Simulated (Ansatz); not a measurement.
`[OH][GeH]([F])[GeH3]` + H₂O → `[OH][GeH]([OH])[F]` + GeH₄ at 298.15 K and 1 bar (formal hydrolysis of a Ge–Ge bond).

Gas-phase electronic energies from Ansatz, PBE0-D4/def2-TZVP geometries. CCSD(T)/CBS is the MP2 limit (def2-TZVPP, def2-QZVPP) plus CCSD(T) − MP2 in def2-TZVPP, frozen cores. This one scheme is used for every species. For Ge outer-core shells are correlated without core-valence functions, which leaves a few kJ/mol of doubt a bond. Scalar relativity is left out up to krypton. Each species was taken in one conformer, which may not be the lowest.

| species | CCSD(T)/CBS energy (Eh) | H − E (kJ/mol) | S (J/(mol·K)) |
| --- | --- | --- | --- |
| `[OH][GeH]([F])[GeH3]` | -4330.26117 | 147.3 | 370.5 |
| H₂O | -76.37941 | 66.4 | 188.7 |
| `[OH][GeH]([OH])[F]` | -2328.15335 | 117.9 | 324.0 |
| GeH₄ | -2078.49493 | 88.5 | 217.3 |

H − E and S are ideal-gas, rigid-rotor, harmonic terms from PBE0-D4/def2-TZVP, for one conformer and one mirror image of each species. 1 Eh = 2625.50 kJ/mol, R = 8.31446 J/(mol·K).

**Question.** By hand: ΔE, ΔH, ΔS and ΔG.

**Answer.** ΔE = (-2328.15335) + (-2078.49493) − (-4330.26117) − (-76.37941) = -0.00770 Eh = -20.2 kJ/mol. Δ(H − E) = 117.9 + 88.5 − 147.3 − 66.4 = -7.3, so ΔH = -27.5 kJ/mol. ΔS = 324.0 + 217.3 − 370.5 − 188.7 = -17.9 J/(mol·K). ΔG = -27.5 − 298.15 × (-17.9)/1000 = -22.2 kJ/mol.

**Question.** By hand: the equilibrium constant, and the temperature at which ΔG would vanish if ΔH and ΔS stayed fixed.

**Answer.** log₁₀ K = −ΔG/(RT ln 10) = 3.9. ΔG = 0 at ΔH/ΔS = 1536 K, though so small a ΔS makes that figure unsure.

ΔH outweighs TΔS. A doubt of 5 kJ/mol in ΔE shifts log₁₀ K by 0.9 here. Other conformers and mirror images would add mixing entropy, several J/(mol·K) or more a flexible species. These are equilibria of isolated gas molecules and say nothing of rates. Largest T1 diagnostic: 0.012 (customary marks: 0.02 for closed shells, 0.045 for open ones).
